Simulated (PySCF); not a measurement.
# From computed data to an observable: entropy of an ideal gas

3,3-difluorocyclobutene (C4H4F2), SMILES FC1(F)C=CC1.

Coordinates come from a PBE-D3(BJ)/def2-SVP optimisation.

PBE-D3(BJ)/def2-SVP (PySCF) gives the harmonic wavenumbers 185, 317, 447, 466, 470, 688, 730, 847, 898, 928, 950, 1022, 1037, 1086, 1163, 1179, 1236, 1302, 1393, 1600, 2991, 3058, 3132, 3164 cm⁻¹ and the rotational temperatures 0.2834, 0.1618, 0.1526 K. The molar mass is 90.07 g/mol, the symmetry number 1, the spin multiplicity 1.

### Question
Work out the entropy at 298.15 K and 1 atm in the rigid-rotor, harmonic-oscillator model.

### Answer

Translation (Sackur–Tetrode at 1 atm): S = R[1.5 ln M + 2.5 ln T − 1.16487] = 164.9 J/(mol K).
Rotation: q = (√π/σ) T^1.5/√(θA θB θC) = 109000, S = R[ln q + 3/2] = 108.9 J/(mol K).
Vibration: with u = 1.4388 ν/T, each mode gives R[u/(e^u − 1) − ln(1 − e^−u)]:
```
ν (cm⁻¹)  modes     u  S (J/(mol K))
--------  -----  ----  -------------
185           1  0.89           9.53
317           1  1.53           5.55
447           1  2.16           3.37
466           1  2.25           3.13
470           1  2.27           3.09
688           1  3.32           1.34
730           1  3.52           1.14
847           1  4.09           0.72
898           1  4.33           0.59
928           1  4.48           0.52
950           1  4.58           0.48
1022          1  4.93           0.36
1037          1  5.00           0.34
1086          1  5.24           0.28
1163          1  5.61           0.20
1179          1  5.69           0.19
1236          1  5.96           0.15
1302          1  6.28           0.11
1393          1  6.72           0.08
1600          1  7.72           0.03
```
The stiffer modes add less than 0.005 each. Sum 31.2 J/(mol K).
Spin: R ln 1 = 0.0 J/(mol K).
Total 305.0 J/(mol K); the program's own thermochemistry gives 305.0. Translation makes up 54 % and vibration 10 %. Anharmonicity, hindered rotation and orbital degeneracy are left out.
